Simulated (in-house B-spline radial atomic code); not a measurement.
Settings and results of a run for the silver ion Ag⁺. All numbers are computed (scalar-relativistic (X2C) Hartree-Fock, spin-polarised, averaged over the determinants with the given up and down occupations; Fermi nucleus of rms radius 4.5454 fm, inside a hard spherical wall at 5.32 bohr) with a radial B-spline atomic code at the basis-set limit, not measured.

Command:
```bash
python run_scf.py task.json out
```
Settings (nuclear radius in fm, mass in u):
```
Z                47
configuration    [Ar] 3d9 4s2 4p6 4d10 4f1
hamiltonian      x2c
method           hf
spin_polarised   True
nucleus          fermi
rms_radius       4.5454
atomic_mass      106.90509
speed_of_light   137.035999084
wall_radius      5.32
```

Output (hartree, bohr):
```
 radial grid: 63 intervals, B-splines of order 8, outer radius 5.32 bohr

 iter        energy (Eh)    residual
    1       -5292.200270    5.15e-01
    2       -5294.597898    3.43e-01
    3       -5298.151455    4.27e-02
    4       -5298.220802    8.05e-03
    5       -5298.223911    4.13e-03
    6       -5298.224535    8.11e-04
    7       -5298.224556    2.28e-04
    8       -5298.224557    2.82e-05
    9       -5298.224557    4.70e-06
   10       -5298.224557    1.09e-06
   11       -5298.224557    9.95e-08

 total energy                     -5298.22456
 kinetic                            5548.6699
 electron-nucleus                 -12812.9993
 electron-electron                  1966.1049

 orbital      occ     eigenvalue          <r>       <r^2>       <1/r>       r_max
 1s up      1.000      -944.1645    0.0305532  0.00127257     51.4334     0.01951
 1s down    1.000      -944.1616    0.0305529  0.00127253     51.4337     0.01951
 2s up      1.000      -143.7430     0.134215   0.0213065     11.6347      0.1137
 2s down    1.000      -143.5927     0.134127   0.0212756     11.6426      0.1137
 2p up      3.000      -128.9236     0.117462   0.0168671     10.8855     0.09093
 2p down    3.000      -128.7770     0.117341   0.0168273     10.8938     0.09089
 3s up      1.000       -28.7749     0.363638    0.151269     4.08222      0.3303
 3s down    1.000       -28.5568     0.364131    0.151669     4.07236      0.3305
 3p up      3.000       -23.7785     0.362266    0.152319     3.82796      0.3236
 3p down    3.000       -23.5088     0.363014    0.152936     3.81593      0.3239
 3d up      5.000       -15.9675     0.339316    0.136525     3.58055      0.2715
 3d down    4.000       -15.8004     0.343482    0.141138      3.5544      0.2723
 4s up      1.000        -4.9891      0.90037    0.917353     1.53565      0.8114
 4s down    1.000        -4.9618     0.902406    0.921531     1.53165      0.8131
 4p up      3.000        -3.4282     0.978222     1.09414     1.38073      0.8605
 4p down    3.000        -3.4025     0.981035     1.10039     1.37655      0.8629
 4d up      5.000        -1.1027      1.24931      1.8622     1.06371      0.9869
 4d down    5.000        -1.0796      1.25155     1.87099     1.07746      0.9968
 4f up      1.000         0.2307       3.2839     11.4608    0.332469       3.452
```

Time taken, with all properties: 0.3 s on 1 thread of Arm Neoverse V1, on a shared host.

One-electron X2C: radii and densities carry no picture-change correction, so inner-shell <1/r> comes out high (for 1s by about 2 % at Z = 33, 5 % at 54, 10 % at 75, 30 % at 118) and <r> low.
